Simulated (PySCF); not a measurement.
BFHO, SMILES [OH+]=BF, charge +1. Atoms are numbered in the order given.

```xyz
4

O      0.0000     0.0000     1.1884
B      0.0000     0.0000    -0.0338
F      0.0000     0.0000    -1.2772
H      0.0000     0.0000     2.1565
```
Charge +1, spin multiplicity 1.

Coordinates come from a B3LYP-D3(BJ)/def2-TZVP optimisation. A frequency run showed that this geometry is not a minimum. The isomer is the one that the SMILES or the coordinates give; other isomers of the formula were not compared.

Method: B3LYP/pcJ-1 in PySCF.

Isotropic couplings with Fermi-contact, spin-dipole and both spin-orbit terms, one fixed conformer, no vibrational averaging. Isotopes: 11B, 19F, 1H.

Computed spin–spin coupling constants:
```
pair   bonds apart  J (Hz)
-----  -----------  ------
B2–F3            1   -31.0
B2–H4            2    74.2
F3–H4            3    10.0
```
